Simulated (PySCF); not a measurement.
## Spinor energies of Zr⁺ (zirconium, charge +1)

Start: [Kr] 4d3; 4d5/2 filled at m_j = +1/2, +3/2, +5/2. Calculated with PySCF 2.14 in x2c-TZVPall-2c with one added diffuse shell each of s, p, d type (9s10p8d1f, 86 functions): generalised Hartree-Fock with the X2C-1e Hamiltonian and a Gaussian nucleus; one run each with spin-orbit coupling (SO) switched off, then screened by Boettger's factors. This is a chosen level, not necessarily the ground level.

```tsv
spinor shell	electrons	ε, spin-free (eV)	ε, screened SO (eV)	weight of nominal j (screened SO)	rms radius, screened SO (bohr)
1s1/2	2	-18101.5	-18100.7	1.000	0.0426
2s1/2	2	-2582.8	-2582.6	1.000	0.176
2p1/2	2	-2297.5	-2356.7	1.000	0.154
2p3/2	4	-2297.5	-2269.6	1.000	0.158
3s1/2	2	-457.24	-457.22	1.000	0.488
3p1/2	2	-361.59	-371.45	1.000	0.489
3d3/2	4	-204.45	-205.96	0.990	0.493
3d5/2	6	-204.45	-203.46	0.993	0.497
4s1/2	2	-71.491	-71.514	1.000	1.31
4p3/2	4	-44.470	-43.642	0.872	1.49
4p1/2	2	-44.470	-46.283	0.744	1.48
4d5/2	3	-12.856	-12.845	0.777	2.44
```

**Question.** Where does 3p3/2 lie, and what is the 3p spin-orbit splitting (screened SO)?

**Answer.** At -356.98 eV, 14.474 eV above 3p1/2.

```json
{"quantity": "E (hartree)", "spin-free": "-3595.79725", "screened SO": "-3596.14188"}
{"quantity": "M_J", "spin-free": "9/2", "screened SO": "9/2"}
{"quantity": "⟨J²⟩", "spin-free": "24.759", "screened SO": "24.759"}
{"quantity": "⟨L²⟩", "spin-free": "12.007", "screened SO": "12.034"}
{"quantity": "⟨S²⟩", "spin-free": "3.753", "screened SO": "3.753"}
```

Each row is a mean over spinors that exchange with the open shell spreads, by up to 5.267 eV (4p3/2).

Rows whose weight is well below 1 are mixtures of j = l ± 1/2: exchange outweighs spin-orbit coupling there, and the label is only the starting occupation.

Breit and QED terms are absent; they matter most for the inner s and p1/2 levels.

Densities and radii are taken from the X2C orbitals without a picture-change correction, which distorts them close to the nucleus.

Without spin-orbit coupling the j labels of p, d and f shells carry no meaning; the spin-free column gives the mean over the occupied spinors of each nl shell.
